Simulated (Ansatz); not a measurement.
System: sum formula GaO2H2, net charge 0, doublet state. It need not be the lowest isomer of its formula. SMILES: [OH][Ga][OH]
Structure (B3LYP-D3(BJ)/def2-TZVP (Ansatz, a quantum-chemistry and plane-wave program) minimum search):
```
Ga
O 1 1.8122
H 2 0.9632 1 114.15
O 1 1.8122 2 112.82 3 -180.00
H 4 0.9632 1 114.15 2 -180.00
```
Charge 0, spin multiplicity 2.

Wanted: vertical electron affinity (to the singlet state of charge -1; a negative value means that the extra electron is unbound and the number depends on the basis; each state is the SCF solution reached for its spin), in eV. Correlated levels leave the core frozen unless marked. Open shells are spin-unrestricted. No spin-orbit coupling. The frozen core is the preceding noble-gas configuration, with the filled d and f shells of earlier blocks. No relativistic terms. Anions need diffuse functions: aug- sets have them; def2-D sets add few. Basis-set limits of correlation are two-point, X^-3; Hartree-Fock from the larger set. [CCSD(T)-MP2]/basis is that difference in the basis named.

| level | program | vertical electron affinity (eV) |
|---|---|---|
| HF/aug-cc-pVDZ | Ansatz | 0.62 |

Question: What does RI-MP2/CBS(aug-cc-pVTZ,aug-cc-pVQZ)+[CCSD(T)-MP2]/aug-cc-pVTZ (Ansatz) give?

Answer: 1.61 eV
